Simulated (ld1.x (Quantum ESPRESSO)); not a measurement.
Which change was made? (Yb, TM)

ld1.x (Quantum ESPRESSO) 7.5 input, shortened:

```
&input
   title='Yb', zed=70., rel=1, dft='WC', iswitch=3,
   config='[Xe] 4f13 5d1 6s2 6p0'
 /
 &inputp
   pseudotype=2, tm=.true., lloc=0,
   nlcc=.false.
 /
3
5P  2  1   6.00   0.00  1.55  1.55  0.0
5D  3  2   1.00   0.00  2.15  2.15  0.0
5S  1  0   2.00   0.00  1.40  1.40  0.0
 &test
   configts(1)='5s2 5p6 5d1 6s2 6p0'
 /
```

Occupied shells without a wave of their own: 6s. They enter only through the test configuration that unscreens the potential.

Cutoffs, loose and tight: the cutoffs (Ry, on a coarse ladder) from which the occupation-weighted sum of valence levels, in a spherical-Bessel basis at the reference potential, stays within 10 and 1 mRy of its value at 400 Ry. They do not see the model core or the augmentation charge, which bear on the density cutoff. Test errors are all-electron minus pseudo excitation energies from the reference, over the configurations 5s2 5p6 5d1 6s1 6p0; 5s2 5p6 5d1 6s0 6p0; 5s2 5p6 5d0 6s0 6p0; 5s2 5p6 5d1 6s1 6p1; 5s2 5p6 5d0 6s2 6p1; 5s1 5p6 5d1 6s2 6p0; 5s2 5p5 5d1 6s2 6p0; variants that change the core or the reference have their own tests. The largest error is taken over the tests solved by every variant that gives reliable tests at all, those not shown here included: 5s1 5p6 5d1 6s2 6p0; 5s2 5p5 5d1 6s2 6p0; 5s2 5p6 5d0 6s0 6p0; 5s2 5p6 5d1 6s0 6p0; 5s2 5p6 5d1 6s1 6p0.

The base gives: outcome: generated; cutoff, loose: 80 Ry; cutoff, tight: 140 Ry; bound ghosts: none; largest test error (meV): -566.

On the changes marked as counting shells twice: ld1.x takes every shell without a wave as core, so the model core holds the marked electrons as well and exchange and correlation see them twice. This cancels in the reference configuration, but the file is broken for other ones, and its errors say nothing about a proper core correction.

After one change the result is: outcome: generated; cutoff, loose: 80 Ry; cutoff, tight: 140 Ry; bound ghosts: none; largest test error (meV): -1944. Which change was it?
A. core correction a·sin(br)/r model core inside 1.42 bohr (6s counted twice)
B. wave 5p (bound): rc 1.55 bohr becomes 5p (bound): rc 1.00 bohr
C. reference 5s2 5p6 5d0 6s0 6p0

A. The others give: reference 5s2 5p6 5d0 6s0 6p0 → outcome: generated; cutoff, loose: 80 Ry; cutoff, tight: 140 Ry; bound ghosts: none; largest test error (meV): +638 | wave 5p (bound): rc 1.55 bohr becomes 5p (bound): rc 1.00 bohr → outcome: generated; cutoff, loose: 200 Ry; cutoff, tight: over 300 Ry; bound ghosts: p; largest test error (meV): -566.
